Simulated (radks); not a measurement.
The numbers below are computed, except where a source is named.
Q: Valence configurations of the ruthenium ion Ru3+ (all share [Kr]). Code: a radial shooting solver on a logarithmic mesh with Libxc functionals. Model: scalar-relativistic Kohn-Sham, BLYP, spin-polarised, spherical densities, point nucleus; open shells are filled with parallel spins first (spin-orbit coupling, left out, can overturn this in heavy ions). Order these by energy: 4d4.5 5p0.5; 4d3 5s1 5p1; 4d3 5s2; 4d5; 4d4 5s1; 4d4.5 5s0.5; 4d4 5p1; 4d2 5s1 5p2; 4d2.5 5s0.5 5p2; 4d3 5p2.

A: From the lowest, in eV above it: 4d5 0.000; 4d4.5 5s0.5 4.773; 4d4.5 5p0.5 8.323; 4d4 5s1 9.972; 4d4 5p1 17.249; 4d3 5s2 23.373; 4d3 5s1 5p1 29.362; 4d3 5p2 37.034; 4d2.5 5s0.5 5p2 43.983; 4d2 5s1 5p2 51.412. NIST lists [Kr] 4d5 as the ground configuration; this level of theory agrees among the configurations tried. The energies are those of spherical high-spin densities, not of single terms.
